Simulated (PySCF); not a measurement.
CH4MgSSe. Atoms are numbered in the order given.

```xyz
8

Mg     0.3781     0.0395    -0.0822
S      2.2113    -0.8570    -1.1563
C      1.5408    -2.3951    -1.9371
H      1.1650    -3.1071    -1.1887
H      2.3757    -2.8690    -2.4719
H      0.7476    -2.1755    -2.6657
Se    -1.5364     1.0435     1.0346
H     -1.2150     0.2809     2.2607
```

Geometry: B3LYP-D3(BJ)/def2-SVP. The structure was generated by enumeration; whether it is a known compound was not checked. The values are those of a single conformer.

The numbers are results of PySCF with CAM-B3LYP/def2-TZVP, not measurements.

ESP charges are fitted to the potential on shells at 1.4 to 2.0 van der Waals radii. Atomic charges (e):

| atom | ESP fit | Mulliken | IAO |
|---|---|---|---|
| Mg1 | 0.73 | 0.66 | 1.42 |
| S2 | -0.46 | -0.36 | -0.69 |
| C3 | -0.31 | -0.36 | -0.48 |
| H4 | 0.10 | 0.13 | 0.14 |
| H5 | 0.17 | 0.15 | 0.16 |
| H6 | 0.12 | 0.13 | 0.14 |
| Se7 | -0.45 | -0.46 | -0.75 |
| H8 | 0.09 | 0.11 | 0.04 |
